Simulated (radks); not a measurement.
The numbers below are computed, except where a source is named.
Question: Species: Ho I. Configuration: [Xe] 4f11 6s2. Level of theory: non-relativistic Kohn-Sham, Wu-Cohen GGA, spin-unpolarised, spherical densities, point nucleus; relativity is left out, which matters for an element this heavy (a radial shooting solver on a logarithmic mesh with Libxc functionals). Some entries of the table are withheld. Estimate them.

| orbital | occ. | eigenvalue (hartree) | <r^2> (bohr^2) |
|---|---|---|---|
| 1s | 2 | -1903.465 | 0.0006847 |
| 2s | 2 | -305.9152 | 0.01083 |
| 2p | 6 | -291.8008 | 0.008038 |
| 3s | 2 | (1) | 0.06938 |
| 3p | 6 | -61.45826 | 0.06468 |
| 3d | 10 | -49.56871 | 0.05119 |
| 4s | 2 | -13.01310 | 0.3486 |
| 4p | 6 | -10.47193 | 0.3666 |
| 4d | 10 | -5.90913 | 0.4153 |
| 5s | 2 | (2) | (3) |
| 5p | 6 | -0.91574 | 2.817 |
| 4f | 11 | -0.26571 | 0.8760 |
| 6s | 2 | -0.12977 | 21.36 |

Answer: 
(1) 3s eigenvalue (hartree): -67.83014
(2) 5s eigenvalue (hartree): -1.57914
(3) 5s <r^2> (bohr^2): 2.152
